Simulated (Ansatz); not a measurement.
Reaction (atomization): `O[Si]1(Br)CC1` → Br• + 2 C• + 5 H• + O• + Si•

Program: Ansatz. Geometries: PBE0-D4/def2-TZVP. ΔE: electronic, gas phase. CCSD(T)/CBS is the MP2 limit (def2-TZVPP, def2-QZVPP) plus CCSD(T) − MP2 in def2-TZVPP, frozen cores. This one scheme is used for every species, atoms too. Functionals use def2-TZVPP. B3LYP here is the variant with VWN-RPA as its local correlation; programs differ in this. Open shells (•) are unrestricted, without spin–orbit coupling. Spin–orbit coupling would lower the free atoms: a little for C, O, Si; clearly for Br. Bonds to Br are less sure, by a few kJ/mol each and by 10 to 20 or more in all where they break to atoms, as the def2 sets lack core-valence functions. Scalar relativity is left out up to krypton. One conformer a species, not always the lowest.

| level | ΔE (kJ/mol) | difference from CCSD(T)/CBS |
| --- | --- | --- |
| PBE-D4 | 3867.1 | 65.1 |
| r2SCAN-D4 | 3814.7 | 12.7 |
| PBE0-D4 | 3804.4 | 2.4 |
| B3LYP-D4 | 3769.1 | -32.9 |
| ωB97X-V | 3800.9 | -1.1 |
| ωB97M-V | 3801.1 | -0.9 |
| B2PLYP | 3740.4 | -61.6 |
| PBE | 3843.2 | 41.2 |
| r2SCAN | 3809.0 | 7.0 |
| PBE0 | 3784.0 | -18.0 |
| B3LYP | 3730.1 | -71.9 |
| HF/def2-TZVPP | 2747.2 | -1054.8 |
| MP2/def2-TZVPP | 3780.5 | -21.5 |
| SCS-MP2/def2-TZVPP | 3738.5 | -63.5 |
| CCSD/def2-TZVPP | 3629.4 | -172.6 |
| CCSD(T)/def2-TZVPP | 3691.0 | -111.0 |
| HF/def2-QZVPP | 2752.5 | -1049.5 |
| MP2/def2-QZVPP | 3846.1 | 44.1 |
| SCS-MP2/def2-QZVPP | 3810.5 | 8.5 |
| HF/CBS(def2) | 2753.3 | -1048.7 |
| MP2/CBS(def2) | 3891.6 | 89.6 |
| CCSD/CBS(def2) | 3740.4 | -61.6 |
| CCSD(T)/CBS | 3802.0 | 0 |

Largest T1 diagnostic among the species: 0.012.

The D4 term adds +38.9 kJ/mol with B3LYP and +20.3 kJ/mol with PBE0; it sums over pairs of atoms, weighted by their polarisabilities, and B3LYP, whose exchange is more repulsive, gets the larger term. In def2-TZVPP, CCSD(T) changes the Hartree–Fock value by +943.8 kJ/mol (the triples alone add +61.6 kJ/mol) and MP2 by +1033.4 kJ/mol; breaking electron pairs costs correlation energy, which Hartree–Fock lacks. From PBE to PBE0 (25 % exact exchange), in def2-TZVPP and without D4, ΔE moves by −59.2 kJ/mol: exact exchange takes away binding that semilocal exchange gives to molecules.

For atomizations the MP2-based limit and the directly extrapolated one differ by several kJ/mol either way, and by 10 to 25 for some Ge, Se and Sn compounds, so smaller differences from it don't rank the levels.
